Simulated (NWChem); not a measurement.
All runs are NWChem calculations. System: H₂INSi, charge 1, spin multiplicity 2, at the geometry of a parent with another charge or spin, in a state set for the comparison that need not be this species' ground state. Its SCF solution wasn't tested for a lower state. Level: UMP2/def2-TZVPD with def2 effective core potentials on I, 10 core orbitals frozen.

Output (cleaned and shortened):

```
             Northwest Computational Chemistry Package (NWChem) 7.3.0
             --------------------------------------------------------

                                NWChem Input Module
                                -------------------

 Scaling coordinates for geometry "geometry" by  1.889725989
 (inverse scale =  0.529177249)

 Turning off AUTOSYM since
 SYMMETRY directive was detected!

                             Geometry "geometry" -> ""
                             -------------------------

 Output coordinates in angstroms (scale by  1.889725989 to convert to a.u.)

  No.       Tag          Charge          X              Y              Z
 ---- ---------------- ---------- -------------- -------------- --------------
    1 Si                  14.0000     1.17640500     1.30731500     0.00000000
    2 I                   53.0000    -0.75036900    -0.36579900     0.00000000
    3 N                    7.0000     2.48748200     0.19580300     0.00000000
    4 H                    1.0000     2.43937700    -0.82161300     0.00000000
    5 H                    1.0000     3.44815700     0.53592100     0.00000000

 Effective nuclear repulsion energy (a.u.)     272.6848221674

            Nuclear Dipole moment (a.u.)
            ----------------------------
        X                 Y               Z
 ---------------- ---------------- ----------------
     0.0000396842    -0.0000151178     0.0000000000

      Symmetry information
      --------------------

 Group name             Cs
 Group number              2
 Group order               2
 No. of unique centers     5

      Symmetry unique atoms

     1    2    3    4    5


 Summary of "ao basis" -> "" (spherical)
 ------------------------------------------------------------------------------
       Tag                 Description            Shells   Functions and Types
 ---------------- ------------------------------  ------  ---------------------
 *                         def2-tzvpd                 on all atoms

 Summary of "ao basis" -> "ao basis" (spherical)
 ------------------------------------------------------------------------------
       Tag                 Description            Shells   Functions and Types
 ---------------- ------------------------------  ------  ---------------------
 Si                        def2-tzvpd               15       43   6s5p3d1f
 I                         def2-tzvpd               19       59   7s6p4d2f
 N                         def2-tzvpd               13       37   6s3p3d1f
[...]
     2   0 2 0    -23.574358    -68.867399    -56.492536    101.785577
     2   0 1 1      0.000000      0.000000     -0.000000      0.000000
     2   0 0 2    -32.065583    -16.625337    -15.440246      0.000000

                   NWChem MP2 Semi-direct Energy/Gradient Module
                   ---------------------------------------------

  Basis functions       =    157
  Molecular orbitals    =    157
  Frozen core           =     10
  Frozen virtuals       =      0
  Active alpha occupied =     14
  Active beta occupied  =     13
  Active alpha virtual  =    133
  Active beta virtual   =    134
  Use MO symmetry       = T
  Use skeleton AO sym   = T

  AO/Fock/Back tols     =   1.0D-09  1.0D-09  1.0D-09

 GA uses MA = F    GA memory limited = T

 Available:
  local mem=  1.26D+08
 global mem=  1.44D+08
 local disk=  0.00D+00
  mp2_memr nvloc                   133
  nvloc new                   133
   1 passes of  14:        5242880                     143346                  75923146.
   1 passes of  14: M    126132037           G      144129902           F     120889157.

 Semi-direct pass number   1 of   1  for UHF alpha       at       35.3s
  vrange nnbf                 11986
  mp2_eaftype                   289  avail_ma_in_mb                  1099
 EAF : mp2_eaftype filesize         289   37961573.
  mp2_eaf for mointskh                    289
Node 0 wrote    178.5 Mb in      0.3 s     Agg I/O rate:   566.0 Mb/s
 Done moints_semi at       57.6s
  mp2_eaftype                   289  avail_ma_in_mb                   810
 EAF : mp2_eaftype filesize         289   37961573.
  mp2_eaf for kh                   289
 Done maket at       58.6s
 Done multipass loop at       58.6s

 GA uses MA = F    GA memory limited = T

 Available:
  local mem=  1.26D+08
 global mem=  1.44D+08
 local disk=  0.00D+00
  mp2_memr nvloc                   134
  nvloc new                   134
   1 passes of  13:        5242880                     137349                  71032858.
   1 passes of  13: M    126132037           G      144129902           F     120889157.

 Semi-direct pass number   1 of   1  for UHF beta        at       58.7s
  vrange nnbf                 11986
  mp2_eaftype                   270  avail_ma_in_mb                  1099
 EAF : mp2_eaftype filesize         270   35516429.
  mp2_eaf for mointskh                    270
Node 0 wrote    167.0 Mb in      0.3 s     Agg I/O rate:   583.9 Mb/s
 Done moints_semi at       81.1s
  mp2_eaftype                   270  avail_ma_in_mb                   829
 EAF : mp2_eaftype filesize         270   35516429.
  mp2_eaf for kh                   270
 Done maket at       82.3s
 Done multipass loop at       82.3s

          -------------------------------------------
          SCF energy                -640.989010952098
          Correlation energy          -0.775458054344
          Singlet pairs                0.000000000000
          Triplet pairs                0.000000000000
          Total MP2 energy          -641.764469006442
          -------------------------------------------

          ---------------------------------------------------
                    Spin Component Scaled (SCS) MP2
          Same spin pairs                     -0.250117894062
          Same spin scaling factor             0.333333333333
          Opposite spin pairs                 -0.525340160282
          Opposite spin scaling fact.          1.200000000000
          SCS-MP2 correlation energy          -0.713780823692
          Total SCS-MP2 energy              -641.702791775790
          ---------------------------------------------------

 -----------------------
 Performance information
 -----------------------

 Timer overhead =  1.36D-07 seconds/call

               Nr. of calls         CPU time (s)                 Wall time (s)                GFlops
             ---------------    -------------------     ------------------------------   -------------------
Name         Min   Avg   Max    Min     Avg     Max     Min     Avg     Max   Mx/calls   Min     Max     Sum
mp2: moin     2     2     2    45.     45.     45.      45.     45.     45.     22.      0.0     0.0     0.0
mp2: make     2     2     2    2.3     2.3     2.3      2.3     2.3     2.3     1.1      0.0     0.0     0.0
mp2: tota     1     1     1    47.     47.     47.      47.     47.     47.     47.      0.0     0.0     0.0

 The average no. of pstat calls per process was 5.00D+00
 with a timing overhead of 6.80D-07s

 Task  times  cpu:       82.3s     wall:       82.3s

 Total times  cpu:       82.3s     wall:       82.3s
```

Q: Write an NWChem input that would produce this output.

A: Several could match; the one computed here: 
```
start mol
memory heap 200 mb stack 900 mb global 1100 mb
charge 1
geometry units angstroms nocenter noautoz
  Si     1.176405     1.307315     0.000000
  I     -0.750369    -0.365799     0.000000
  N      2.487482     0.195803     0.000000
  H      2.439377    -0.821613     0.000000
  H      3.448157     0.535921     0.000000
  symmetry group Cs
end
basis spherical
  * library def2-tzvpd
end
ecp
  I library def2-ecp
end
scf
  uhf
  nopen 1
  maxiter 100
  thresh 1e-7
  semidirect memsize 60000000 filesize 0
  # guess.movecs holds the orbitals of an unrestricted PBE0 run
  vectors input guess.movecs output mol.movecs
end
mp2
  freeze core 10
end
task mp2 energy
```
